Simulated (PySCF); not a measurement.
Delta-SCF ions had no search for a lower state. Excitations are Tamm–Dancoff values on a coarser integration grid. The basis has no diffuse functions, so Rydberg states are missing or too high.

## H9GaSi3, SMILES `[SiH3][Ga]([SiH3])[SiH3]` (charge 0, multiplicity 1)

All values below come from M06-2X/def2-TZVP // PBE0-D3(BJ)/def2-TZVP in PySCF.

```json
{
 "HOMO": "-8.11 eV",
 "dipole_moment": "0.12 D",
 "HOMO–LUMO gap": "6.14 eV",
 "LUMO": "-1.97 eV",
 "S1 excitation (TDA)": "3.27 eV",
 "S1 oscillator strength": "0.000",
 "T1 excitation (TDA)": "2.75 eV",
 "S1–T1 gap (TDA)": "0.52 eV",
 "vertical ionisation energy (Delta-SCF)": "8.96 eV",
 "total_energy": "-2798.6577 Ha",
 "cost": "very roughly 22 core-minutes"
}
```

```xyz
13

Si     2.0137    -1.2797     0.0849
Ga    -0.0160     0.0355    -0.0152
Si    -2.1315    -1.1361     0.0565
Si     0.1057     2.4460    -0.1584
H      2.0764    -1.9803     1.4005
H      2.0108    -2.3255    -0.9776
H      3.2587    -0.4766    -0.0628
H     -3.2719    -0.3240    -0.4503
H     -2.0908    -2.4108    -0.7132
H     -2.4189    -1.4806     1.4801
H      0.5036     2.8102    -1.5500
H      1.1432     2.9930     0.7605
H     -1.1842     3.1279     0.1379
```
Charge 0, spin multiplicity 1.
